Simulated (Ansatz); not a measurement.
A nudged elastic band was laid between two geometries of H9NSSi2Sn (14 atoms, charge 0, multiplicity 1).

All numbers below come from Ansatz 0.2.0, RKS B3LYP-D4/def2-SVP.

* movable images: 9
* climbing image: yes
* spring: 5.0 eV/Å²
* optimiser: quadratic models (default)
* start path: IDPP
* force threshold: 0.05 eV/Å
* iteration limit: 33
* end points: relaxed

Image 0:

```xyz
14
Properties=species:S:1:pos:R:3
N -1.342 1.728 -0.215
Sn 0.019 0.175 -0.290
Si 2.071 0.898 1.103
Si -1.246 -1.956 0.453
S 0.913 -0.213 -2.567
H -2.189 1.539 -0.753
H -0.955 2.602 -0.574
H 3.099 -0.181 1.065
H 1.661 1.136 2.518
H 2.653 2.152 0.542
H -2.362 -2.233 -0.499
H -1.807 -1.783 1.824
H -0.304 -3.111 0.446
H -0.227 -0.784 -3.024
```

Image 10:

```xyz
14
Properties=species:S:1:pos:R:3
N -1.541 1.547 -0.250
Sn -0.122 0.047 -0.314
Si 1.932 0.919 0.995
Si -1.266 -2.110 0.534
S 0.609 -0.497 -2.619
H -2.365 1.329 -0.814
H -1.186 2.444 -0.584
H 2.992 -0.130 0.999
H 1.560 1.251 2.401
H 2.464 2.145 0.329
H -2.434 -2.442 -0.332
H -1.733 -1.913 1.937
H -0.289 -3.236 0.494
H 1.366 0.618 -2.747
```

**Question.** What changes between the two ends?

**Answer.** No bond is made or broken. The dihedral N1–Sn2–S5–H14 goes from -74 to 75°. The two ends are copies of one structure, up to a mirror image or an exchange of like atoms.

**Question.** What energy profile does the band end with?

**Answer.** It converged. The highest image is number 5 of 0 to 10, 0.038 eV above the ends, which have the same energy within 2 meV. A vibrational analysis at the climbing image gives one clearly imaginary mode, 142i cm⁻¹: a first-order saddle point.

```
image  path coordinate (Å)  energy (eV)  dihedral N1–Sn2–S5–H14 (°)
    0                 0.00        0.000                         -74
    1                 0.31        0.003                         -61
    2                 0.61        0.012                         -47
    3                 0.92        0.024                         -33
    4                 1.22        0.034                         -17
    5                 1.53        0.038                           0
    6                 1.84        0.034                          18
    7                 2.15        0.023                          34
    8                 2.45        0.011                          48
    9                 2.76        0.003                          61
   10                 3.07        0.000                          75
```

**Question.** What is the geometry of the highest image?

**Answer.** 
```xyz
14
Properties=species:S:1:pos:R:3
N -1.475 1.474 -0.325
Sn -0.003 0.033 -0.282
Si 1.998 1.036 1.017
Si -1.087 -2.128 0.642
S 0.786 -0.462 -2.591
H -2.308 1.196 -0.846
H -1.165 2.369 -0.705
H 3.115 0.047 1.024
H 1.610 1.342 2.425
H 2.456 2.288 0.347
H -2.231 -2.529 -0.228
H -1.577 -1.915 2.035
H -0.068 -3.218 0.645
H -0.065 0.440 -3.129
```

**Question.** What are the harmonic wavenumbers there?

**Answer.** 142i, 61, 71, 71, 78, 80, 116, 137, 210, 277, 315, 324, 459, 477, 486, 506, 516, 610, 658, 813, 852, 876, 940, 942, 943, 944, 1538, 2210, 2213, 2226, 2227, 2227, 2229, 2679, 3496, 3591 cm⁻¹.

The run took 5.2 min on 2 threads of Arm Neoverse V2, on a shared host, peak memory 0.4 GiB.
